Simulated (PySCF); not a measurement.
## K²⁺: ionisation energy

K²⁺ [Ne] 3s2 3p5 (2P) → K³⁺ [Ne] 3s2 3p4 (3P), as a difference of total energies. Computed with PySCF 2.14 in aug-cc-pVDZ-X2C (6s5p3d, 36 functions), with scalar relativity by spin-free X2C-1e. Correlated levels: valence: [Ne] 3s2 frozen. The calculations carry no spin-orbit coupling.

```tsv
method	ionisation energy (eV)
UHF	46.778
PBE0	48.178
M06-L	48.224
MP2 (valence)	46.809
SCS-MP2 (valence)	46.808
CCSD (valence)	46.810
CCSD(T) (valence)	46.810
```

**Question.** How much does correlation contribute at CCSD(T) (valence)?

**Answer.** 46.810 − (46.778) = 0.032 eV, measured against UHF.

The reference lies between the lowest fine-structure levels, while these numbers refer to the centres of the terms.

Errors of the correlated levels include the incompleteness of this basis and the frozen core.

For comparison: 45.803 eV (semi-empirical (NIST evaluation); NIST Atomic Spectra Database, ionization energies).
